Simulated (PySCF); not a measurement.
Molecular orbitals of InP⁺

PBE at R = 2.903 Å; basis In def2-TZVPPD with ECP28, P def2-TZVPPD; scalar-relativistic core potentials; PySCF 2.14. State: ⁴Σ⁻ (quartet), unpaired electrons σ ↑, π ↑↑. Only the outer orbitals are listed, counted within each symmetry, core potentials removing the inner ones.

| spin | orbital | occ. | ε (eV) | on In (%) | main shells (%) |
| --- | --- | --- | --- | --- | --- |
| α | 7σ | 1 | -20.22 | 3 | 97 P s |
| α | 8σ | 1 | -14.69 | 80 | 80 In s, 16 P p |
| α | 9σ | 1 | -11.57 | 33 | 67 P p, 16 In p, 16 In s |
| α | 4π | 1 | -11.57 | 4 | 96 P p |
| α | 4π | 1 | -11.57 | 4 | 96 P p |
| α | 5π | 0 | -7.86 | 94 | 94 In p |
| α | 5π | 0 | -7.86 | 94 | 94 In p |
| α | 10σ | 0 | -6.56 | 80 | 75 In p, 14 P p |
| β | 7σ | 1 | -17.77 | 8 | 91 P s |
| β | 8σ | 1 | -14.14 | 87 | 87 In s |
| β | 9σ | 0 | -9.82 | 37 | 62 P p, 30 In p |
| β | 4π | 0 | -9.23 | 19 | 80 P p, 18 In p |
| β | 4π | 0 | -9.23 | 19 | 80 P p, 18 In p |

Which are the highest filled and the lowest empty level, where do they sit, and how wide is the gap?

Highest filled α 4π at -11.57 eV (in %: 96 P p); lowest empty β 9σ at -9.82 eV (in %: 62 P p, 30 In p); the gap at PBE is 1.75 eV.

| Property | Result |
| --- | --- |
| bond order (Mayer) | 0.61 |
| ⟨S²⟩ | 3.752 |
| charge on In (Mulliken, basis-dependent) | 0.82 |
| charge on In (Löwdin, basis-dependent) | 0.69 |
| dipole moment (positive dipole points towards P; it is taken about the centre of mass and depends on that origin) | 0.46 D |
| polarisability along the bond | 86.5 bohr³ |
| polarisability across the bond | 42.8 bohr³ |

Spin–orbit coupling is left out. The state is the lowest determinant that a PBE0 search found; another state may lie lower at other levels.
